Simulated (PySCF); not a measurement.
H3Cl2GaN, charge +2, quartet, at a GFN2-xTB geometry of the parent state (such geometries of metal compounds can be far from the true shape) (a state made from the parent by changing its charge; the spin is typed, not shown lowest); SVWN5/3-21G run with PySCF.

PySCF was given this input:
```python
from pyscf import gto, scf, dft

mol = gto.M(
    atom='''
Ga    0.00064622    0.02878830    0.00937560
Cl    1.41128155    0.96939965   -1.16019226
Cl   -1.44280685    0.27352527    1.45798678
N     0.04941118   -2.09223287   -0.50665912
H    -0.47621186   -2.27939540   -1.36850992
H    -0.36177471   -2.67601614    0.22996377
H     1.00800585   -2.42111962   -0.66799016
''',
    basis='3-21g',
    charge=2,
    spin=3,
    verbose=4,
)

mf = dft.ROKS(mol)
mf.xc = 'lda,vwn'
mf.kernel()
mf.analyze()
```

Output, abridged:

```
PySCF version 2.14.0

[INPUT] verbose = 4
[INPUT] num. atoms = 7
[INPUT] num. electrons = 73
[INPUT] charge = 2
[INPUT] spin (= nelec alpha-beta = 2S) = 3
[INPUT] symmetry False subgroup None
[INPUT] Mole.unit = angstrom
[INPUT] Symbol           X                Y                Z      unit          X                Y                Z       unit  Magmom
[...]
nuclear repulsion = 443.098241165787
number of shells = 35
number of NR pGTOs = 132
number of NR cGTOs = 63
basis = 3-21g
ecp = {}

******** <class 'pyscf.dft.roks.ROKS'> ********
method = ROKS
initial guess = minao
damping factor = 0
level_shift factor = 0
DIIS = <class 'pyscf.scf.diis.CDIIS'>
diis_start_cycle = 1
diis_space = 8
diis_damp = 0
SCF conv_tol = 1e-09
SCF conv_tol_grad = None
SCF max_cycles = 50
direct_scf = True
direct_scf_tol = 1e-13
num. doubly occ = 35  num. singly occ = 3
XC library pyscf.dft.libxc version 7.1.2
    S. Lehtola, C. Steigemann, M. J. T. Oliveira, and M. A. L. Marques,  SoftwareX 7, 1–5 (2018)
XC functionals = lda,vwn
    P. A. M. Dirac,  Math. Proc. Cambridge Philos. Soc. 26, 376 (1930)
    F. Bloch,  Z. Phys. 57, 545 (1929)
    S. H. Vosko, L. Wilk, and M. Nusair,  Can. J. Phys. 58, 1200 (1980)
radial grids:
    Treutler-Ahlrichs [JCP 102, 346 (1995); DOI:10.1063/1.469408] (M4) radial grids

becke partition: Becke, JCP 88, 2547 (1988); DOI:10.1063/1.454033
pruning grids: <function nwchem_prune>
grids dens level: 3
symmetrized grids: False
atomic radii adjust function: <function treutler_atomic_radii_adjust>
small_rho_cutoff = 0
Set gradient conv threshold to 3.16228e-05
tot grids = 101992
init E= -2879.37009442052
[...]
cycle= 1 E= -2880.22250615924  delta_E= -0.852  |g|= 0.195  |ddm|= 2.38
[...]
cycle= 2 E= -2880.18782455194  delta_E= 0.0347  |g|= 0.235  |ddm|= 1.76
[...]
cycle= 3 E= -2880.15988597125  delta_E= 0.0279  |g|= 0.445  |ddm|= 1.24
[...]
cycle= 4 E= -2880.24471173878  delta_E= -0.0848  |g|= 0.0436  |ddm|= 1.14
[...]
cycle= 5 E= -2880.24673727777  delta_E= -0.00203  |g|= 0.0459  |ddm|=  1.1
[...]
cycle= 6 E= -2880.24546447571  delta_E= 0.00127  |g|= 0.0653  |ddm|= 0.127
[...]
cycle= 7 E= -2880.24579409014  delta_E= -0.00033  |g|= 0.0612  |ddm|= 0.164
[...]
cycle= 8 E= -2880.24525116624  delta_E= 0.000543  |g|= 0.0264  |ddm|=  1.1
[...]
cycle= 9 E= -2880.24815912937  delta_E= -0.00291  |g|= 0.012  |ddm|= 1.09
[...]
cycle= 10 E= -2880.24519737442  delta_E= 0.00296  |g|= 0.0239  |ddm|= 1.07
[...]
cycle= 11 E= -2880.24539510829  delta_E= -0.000198  |g|= 0.0254  |ddm|= 0.529
[...]
cycle= 12 E= -2880.24568496745  delta_E= -0.00029  |g|= 0.0238  |ddm|= 0.125
[...]
cycle= 13 E= -2880.24605503994  delta_E= -0.00037  |g|= 0.0209  |ddm|= 0.12
[...]
cycle= 14 E= -2880.24685201893  delta_E= -0.000797  |g|= 0.0165  |ddm|= 0.235
[...]
cycle= 15 E= -2880.24777796999  delta_E= -0.000926  |g|= 0.017  |ddm|= 0.436
[...]
cycle= 16 E= -2880.24603977416  delta_E= 0.00174  |g|= 0.0171  |ddm|= 0.722
[...]
cycle= 17 E= -2880.24758225022  delta_E= -0.00154  |g|= 0.0277  |ddm|= 1.04
[...]
cycle= 18 E= -2880.24756052403  delta_E= 2.17e-05  |g|= 0.027  |ddm|= 0.0156
[...]
cycle= 19 E= -2880.19824969213  delta_E= 0.0493  |g|= 0.191  |ddm|= 1.07
[...]
cycle= 20 E= -2880.2434084332  delta_E= -0.0452  |g|= 0.045  |ddm|= 0.945
[...]
cycle= 21 E= -2880.24597867148  delta_E= -0.00257  |g|= 0.0341  |ddm|= 0.15
[...]
cycle= 22 E= -2880.24708336842  delta_E= -0.0011  |g|= 0.0225  |ddm|= 0.192
[...]
cycle= 23 E= -2880.2455383828  delta_E= 0.00154  |g|= 0.0225  |ddm|= 0.775
[...]
cycle= 24 E= -2880.24647712825  delta_E= -0.000939  |g|= 0.0197  |ddm|= 0.436
[...]
cycle= 25 E= -2880.2460129162  delta_E= 0.000464  |g|= 0.0245  |ddm|= 1.09
[...]
cycle= 26 E= -2880.24540075126  delta_E= 0.000612  |g|= 0.0224  |ddm|= 0.473
[...]
cycle= 27 E= -2880.24583047053  delta_E= -0.00043  |g|= 0.0238  |ddm|= 0.763
[...]
cycle= 28 E= -2880.24530966005  delta_E= 0.000521  |g|= 0.0241  |ddm|= 0.756
[...]
cycle= 29 E= -2880.24535799039  delta_E= -4.83e-05  |g|= 0.0239  |ddm|= 0.0497
[...]
cycle= 30 E= -2880.24546785351  delta_E= -0.00011  |g|= 0.0242  |ddm|= 0.0844
[...]
cycle= 31 E= -2880.24548667984  delta_E= -1.88e-05  |g|= 0.0218  |ddm|= 0.132
[...]
cycle= 32 E= -2880.24552525636  delta_E= -3.86e-05  |g|= 0.018  |ddm|= 0.139
[...]
cycle= 33 E= -2880.22013407233  delta_E= 0.0254  |g|= 0.204  |ddm|= 1.02
[...]
cycle= 34 E= -2880.22111159043  delta_E= -0.000978  |g|= 0.202  |ddm|= 0.285
[...]
cycle= 35 E= -2880.23884300271  delta_E= -0.0177  |g|= 0.11  |ddm|= 0.654
[...]
cycle= 36 E= -2880.24712736336  delta_E= -0.00828  |g|= 0.031  |ddm|= 0.887
[...]
cycle= 37 E= -2880.24568583439  delta_E= 0.00144  |g|= 0.0622  |ddm|= 0.224
[...]
cycle= 38 E= -2880.24794287224  delta_E= -0.00226  |g|= 0.0199  |ddm|= 0.0692
[...]
cycle= 39 E= -2880.24800052761  delta_E= -5.77e-05  |g|= 0.0179  |ddm|= 0.017
[...]
cycle= 40 E= -2880.24710615725  delta_E= 0.000894  |g|= 0.0381  |ddm|= 0.183
[...]
cycle= 41 E= -2880.24476923729  delta_E= 0.00234  |g|= 0.0326  |ddm|= 1.08
[...]
cycle= 42 E= -2880.2452364586  delta_E= -0.000467  |g|= 0.0244  |ddm|= 0.0976
[...]
cycle= 43 E= -2880.24798852401  delta_E= -0.00275  |g|= 0.0157  |ddm|= 1.09
[...]
cycle= 44 E= -2880.24514485742  delta_E= 0.00284  |g|= 0.0249  |ddm|= 1.09
[...]
cycle= 45 E= -2880.24783442096  delta_E= -0.00269  |g|= 0.0252  |ddm|= 1.09
[...]
cycle= 46 E= -2880.24525302627  delta_E= 0.00258  |g|= 0.0219  |ddm|= 1.09
[...]
cycle= 47 E= -2880.24783887292  delta_E= -0.00259  |g|= 0.022  |ddm|= 1.08
[...]
cycle= 48 E= -2880.24735403122  delta_E= 0.000485  |g|= 0.0189  |ddm|= 0.707
[...]
cycle= 49 E= -2880.24776253068  delta_E= -0.000408  |g|= 0.0242  |ddm|= 0.348
[...]
cycle= 50 E= -2880.24510670416  delta_E= 0.00266  |g|= 0.0263  |ddm|=  1.1
SCF not converged.
SCF energy = -2880.24510670416
**** SCF Summaries ****
Total Energy =                       -2880.245106704162481
Nuclear Repulsion Energy =             443.098241165787385
One-electron Energy =                -4866.422326887226518
Two-electron Energy =                 1543.078979017276879
Two-electron Coulomb Energy =         1675.490726809161515
DFT Exchange-Correlation Energy =     -132.411747791884608
HOMO-LUMO gap [eV] =                     1.171615906940017
**** MO energy ****
                Roothaan           | alpha              | beta
[...]
 ** Mulliken pop on meta-lowdin orthogonal AOs  **
 ** Mulliken pop  **
 ** Mulliken atomic charges  **
charge of    0Ga =      0.42811
charge of    1Cl =      0.46183
charge of    2Cl =      0.45341
charge of    3N =     -0.27877
charge of    4H =      0.31257
charge of    5H =      0.31123
charge of    6H =      0.31162

WARN: System has nonzero charge 2; the dipole moment is origin-dependent.
Location of origin: [0. 0. 0.]

Dipole moment(X, Y, Z, Debye):  0.18828, -5.91173, -1.52676
```

Convergence was not reached.
